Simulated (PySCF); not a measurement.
**Fractional electron number in Ta (tantalum, neutral)**

The 6s beta orbital of [Xe] 4f14 5d3 6s2 is emptied in steps (occupation f), with all orbitals relaxed, ending at [Xe] 4f14 5d3 6s1. All numbers are calculated (PySCF 2.14, scalar relativity through the core potential, in def2-SVP with the def2 core potential (60 electrons) (6s3p2d1f, 32 functions)). The exact energy is a straight line in f; departures are measured from the line between the end points of the same method.

| f | BHandHLYP (eV) |
| --- | --- |
| 1 | 0.000 |
| 0.8 | -0.229 |
| 0.6 | -0.348 |
| 0.4 | -0.354 |
| 0.2 | -0.240 |
| 0 | 0.000 |

| method | E(f=0) − E(f=1) (eV) | −ε at f=1 (eV) | −ε at f=0.4 (eV) |
| --- | --- | --- | --- |
| BHandHLYP | 7.175 | 5.762 | 7.441 |

Orbital energy along the path (eV):

| f | BHandHLYP |
| --- | --- |
| 1 | -5.762 |
| 0.8 | -6.302 |
| 0.6 | -6.859 |
| 0.4 | -7.441 |
| 0.2 | -8.057 |
| 0 | -8.643 |

Reference removal energy between the ground levels: 7.550 eV (measured; NIST Atomic Spectra Database, ionization energies). The calculation has no spin-orbit coupling.
